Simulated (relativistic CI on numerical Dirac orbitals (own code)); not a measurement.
**Calculated levels, Al10+**

These numbers are calculated, not measured: Dirac-Coulomb-Breit CI, KLI orbitals optimised for each configuration, a model potential for QED, unscaled Slater integrals (own radial code, finite nucleus).

Configuration list (outside the closed core 1s2): 2s, 2p, 3s, 3p, 3d, 4s, 4p, 4f, 4d, 5s, 5p, 5f, 5d, 5g. Levels of other configurations are missing.

The lowest level is 2s 2S_1/2, with 100 % of that term; Hund's rules for 2s give 2S with J = 1/2, in agreement.

```tsv
No.	Configuration	Term	J	E (eV)	%	Next component (%)	Lifetime (s)
1	2s	2S	1/2	0.000	100		
2	2p	2P°	1/2	21.950	100		1.27e-09
3	2p	2P°	3/2	22.663	100		1.15e-09
4	3s	2S	1/2	250.391	100		6.94e-12
5	3p	2P°	1/2	256.430	100		3.19e-12
6	3p	2P°	3/2	256.638	100		3.22e-12
7	3d	2D	3/2	258.748	100		1.02e-12
8	3d	2D	5/2	258.813	100		1.02e-12
9	4s	2S	1/2	335.411	100		1.04e-11
10	4p	2P°	1/2	337.889	100		5.30e-12
11	4p	2P°	3/2	337.976	100		5.35e-12
12	4d	2D	3/2	338.853	100		2.35e-12
13	4d	2D	5/2	338.880	100		2.36e-12
14	4f	2F°	5/2	338.918	100		4.94e-12
15	4f	2F°	7/2	338.932	100		4.94e-12
16	5s	2S	1/2	374.191	100		1.62e-11
17	5p	2P°	1/2	375.442	100		8.87e-12
18	5p	2P°	3/2	375.487	100		8.95e-12
19	5d	2D	3/2	375.933	100		4.49e-12
20	5d	2D	5/2	375.947	100		4.50e-12
21	5f	2F°	5/2	375.968	100		9.55e-12
22	5f	2F°	7/2	375.975	100		9.56e-12
23	5g	2G	7/2	375.975	100		1.60e-11
24	5g	2G	9/2	375.979	100		1.60e-11
```

Energies count from the lowest computed level; ° marks odd parity; lifetimes are radiative, by E1, M1, E2, M2 decay to levels of this space only.

The mean weight of the leading LS term, summed over parents, in these 24 levels is 100 %, and that of the leading jj configuration (from the same eigenvectors) 100 %.

At this charge energies of transitions that change n are usually good to better than 1 %, and those within a shell (Δn = 0) to a few per cent.
